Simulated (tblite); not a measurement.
C₂H₇N₂Si₂ (doublet state).
Atom-mapped SMILES: `[C:1]#[C:2][SiH2:3][NH:4][SiH2:5][NH2:6]` (hydrogens: H7, H8 on Si3; H9 on N4; H10, H11 on Si5; H12, H13 on N6)

Cartesian coordinates in Å at the GFN2-xTB level; atoms count from 1:
```xyz
13
C2H7N2Si2 angstrom
C      3.277   -2.004    0.025
C      2.681   -0.963   -0.031
Si     1.768    0.668   -0.136
N      0.144    0.418   -0.655
Si    -1.173   -0.293    0.232
N     -2.530   -0.031   -0.798
H      1.732    1.237    1.210
H      2.419    1.495   -1.156
H      0.015    0.382   -1.654
H     -1.170    0.391    1.530
H     -1.062   -1.742    0.377
H     -3.403   -0.459   -0.541
H     -2.701    0.901   -1.142
```

All values are computed: GFN2-xTB (tblite) harmonic vibrations without scaling, gas phase. Against measured fundamentals such values can be off by several per cent, at times by over 20. Modes of hydrogen on silicon can be 10 to 20 % off. One conformer, not necessarily the lowest. Open shells enter through the occupations alone, without spin polarisation, and single modes of such species can be off by tens of per cent.

Harmonic wavenumbers (cm⁻¹): 35.3, 44.5, 133.9, 159.2, 184.7, 199.9, 231.2, 261.5, 412.9, 474.9, 522.7, 557.7, 563.8, 583.5, 620.1, 680.3, 713.4, 737.3, 756.0, 795.5, 843.1, 898.2, 981.4, 1190.1, 1526.3, 2196.7, 2206.6, 2221.4, 2257.0, 2274.7, 3466.4, 3473.2, 3514.7.

A = 5207, B = 1079, C = 963.5 MHz; mass 115.015 u (most abundant isotopes); point group C1, symmetry number 1; spin multiplicity 2.

Zero-point energy?

½Σν̃ = 17859 cm⁻¹ = 51.06 kcal/mol.

Entropy at 350 K, 1 bar (ideal gas, RRHO, classical rotation)?

Translation 40.96, rotation 28.95, vibration 34.84, spin (R ln 2) 1.38: S = 106.1 cal/(mol K).

And Cp and H(350 K) − H(0)?

Cp = 40.21 cal/(mol K), of which vibrations give 32.26 (their classical limit is 33 R = 65.6); H(350 K) − H(0) = 8.92 kcal/mol without the zero-point energy, 6.14 from vibrations.

What must be added to the electronic energy to get the Gibbs energy at 350 K and 1 bar?

ZPE + [H(350 K) − H(0)] − T·S = 51.06 + 8.92 − 37.14 = 22.84 kcal/mol.

Blend soft modes into free rotors: weight 1/[1 + (100 cm⁻¹/ν̃)⁴] for the oscillator and the rest for a rotor with moment μB/(μ + B), μ = h/(8π²ν), B = 10⁻⁴⁴ kg m². What vibrational entropy results?

31.44 cal/(mol K) in place of 34.84, which changes −T·S at 350 K by +1.19 kcal/mol.

Which modes carry the vibrational entropy at 350 K?

35.3 cm⁻¹: 5.82; 44.5 cm⁻¹: 5.37; 133.9 cm⁻¹: 3.20; 159.2 cm⁻¹: 2.86; 184.7 cm⁻¹: 2.58; 199.9 cm⁻¹: 2.43 cal/(mol K); the other 27 give 12.57 together.

Hindered rotation and anharmonicity are outside this model. Other conformers, if any are populated, would add a mixing term that is left out. The structure is chiral; the term R ln 2 for an equal mix with its mirror image is left out.
